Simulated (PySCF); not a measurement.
Compound: C4HBF2.
SMILES: `C#CC#CB(F)F`

The closed-shell ground state was solved at several levels (PySCF, density fitting, gas phase, non-relativistic). Isolated species at its PBE0-D3(BJ)/def2-SVP geometry, gas phase.

```
           level  basis functions  total energy (Eh)  HOMO (eV)  LUMO (eV)  gap (eV)  dipole (D)
LC-wPBE/pcSseg-2              266          -377.4523     -10.65      -0.16     10.49        2.38
PBE0/aug-cc-pVDZ              170          -377.1880      -8.04      -2.34      5.70        2.49
   PBE0/pcSseg-0               65          -376.3290      -8.25      -2.35      5.90        2.89
    HF/def2-SVPD              154          -375.3478     -10.50       1.24     11.74        2.76
  PBE0/def2-SVPD              154          -376.8835      -8.08      -2.37      5.71        2.60
  B97-2/pcSseg-2              266          -377.5898      -7.80      -2.36      5.44        2.51
   PBE0/def2-SVP              103          -376.8689      -7.98      -2.22      5.76        2.43
    PBE0/cc-pVTZ              224          -377.2886      -8.01      -2.27      5.74        2.45
 B3LYP/def2-SVPD              154          -377.3066      -7.84      -2.55      5.29        2.59
```

Question: Estimate the row for PBE0/IGLO-III, a basis of 255 functions; the other rows only guide the guess.

Answer: Total energy -377.3089 Eh, HOMO -8.05 eV, LUMO -2.35 eV, gap 5.70 eV, dipole 2.49 D.

Question: Over all these levels, which gives the widest orbital gap and which the narrowest?

Answer: HF/def2-SVPD (Hartree–Fock, all exact exchange) has the widest, 11.74 eV, and B3LYP/def2-SVPD (global hybrid, 20 % exact exchange) the narrowest, 5.29 eV. The two share the basis. From the narrowest to the widest the HOMO moves by -2.66 eV and the LUMO by +3.79 eV.

Question: How much does the basis alone move the frontier levels among the 6 PBE0 rows (the withheld one included)?

Answer: The HOMO by 0.27 eV and the LUMO by 0.15 eV. By rising basis size (HOMO, LUMO in eV): pcSseg-0 -8.25, -2.35; def2-SVP -7.98, -2.22; def2-SVPD -8.08, -2.37; aug-cc-pVDZ -8.04, -2.34; cc-pVTZ -8.01, -2.27; IGLO-III -8.05, -2.35.

Question: In the def2-SVPD basis, how does the gap go with the fixed share of exact exchange?

Answer: B3LYP (20 %) 5.29 eV; PBE0 (25 %) 5.71 eV; HF (100 %) 11.74 eV. Each rise in the share widens the gap here.

Question: How far do the dipole and the HOMO energy spread over the levels?

Answer: The dipole runs from 2.38 to 2.89 D (mean 2.56 D) and the HOMO from -10.65 to -7.80 eV.
